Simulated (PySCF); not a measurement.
## One molecule, many functionals

Compound: C3H9BS.
Cartesian coordinates in Å at the PBE0-D3(BJ)/def2-SVP level; atoms count from 1:
```
atom  x, y, z in Å
C1    -1.4966   -1.0177    0.1109
B2    -0.3230    0.0189    0.2699
C3    -0.5828    1.5548    0.4254
C4     1.1546   -0.5511    0.2342
S5     2.3798    0.5379    1.0165
H6    -1.4054   -1.5077   -0.8765
H7    -2.5047   -0.5839    0.1771
H8    -1.4096   -1.8353    0.8468
H9    -1.5613    1.8869    0.0481
H10   -0.5855    1.7451    1.5184
H11    0.2203    2.1891    0.0197
H12    1.3710   -0.6353   -0.8504
H13    1.2128   -1.5712    0.6449
H14    3.4820   -0.1873    0.7260
```

Linear-response calculations in the def2-SVPD basis (PySCF; singlets by full response, triplets Tamm–Dancoff, core orbitals frozen in the response; HF means time-dependent Hartree–Fock). 'Strongest' is the level of largest summed f among the singlets computed (10 roots, of which the last may lack a degenerate partner); it can jump between rows when another state enters that window. S1 is the lowest singlet of each run and needn't be the same state throughout; f(S1) is that of one state. Isolated species at its PBE0-D3(BJ)/def2-SVP geometry (one conformer only).

```
functional                               kind  S1 (eV)  f(S1)  strongest (eV)  T1 (eV)  HOMO (eV)  gap (eV)  ionisation energy, ΔSCF (eV)
       LDA                                LDA     3.83  0.007            6.55     3.71      -5.58      3.76                          8.97
       PBE                                GGA     3.95  0.005            6.52     3.83      -5.49      3.89                          8.83
     B3LYP  global hybrid, 20% exact exchange     4.76  0.006            6.97     4.60      -6.49      5.68                          9.05
      PBE0  global hybrid, 25% exact exchange     4.96  0.006            7.21     4.78      -6.72      6.14                          9.01
 BHandHLYP  global hybrid, 50% exact exchange     5.62  0.009            7.57     5.23      -7.82      8.28                          8.97
 CAM-B3LYP             range-separated hybrid     5.43  0.011            8.04     5.11      -8.07      8.60                          9.11
   wB97X-D             range-separated hybrid     5.57  0.011            7.58     5.30      -8.60      9.92                          9.13
   LC-wPBE             range-separated hybrid     5.83  0.002            8.03     5.32      -9.48     11.11                          9.16
        HF                       Hartree–Fock     6.06  0.004            9.03     5.47      -9.56     11.43                   not settled
```

S1 runs from 3.83 eV (LDA) to 6.06 eV (HF), a spread of 2.23 eV, while the orbital gap spreads over 7.7 eV. Along PBE (0%), B3LYP (20%), PBE0 (25%), BHandHLYP (50%), HF (100%) S1 rises with the share of exact exchange. −ε(HOMO) comes closest to its own ΔSCF ionisation energy with LC-wPBE (+0.32 eV) and misses most with LDA (-3.39 eV). 'Not settled' means that the ion's SCF failed to converge or may have ended in another state than the lowest.

Without π bonds the low states are Rydberg-like; a valence basis with one diffuse set may place them up to an eV too high.
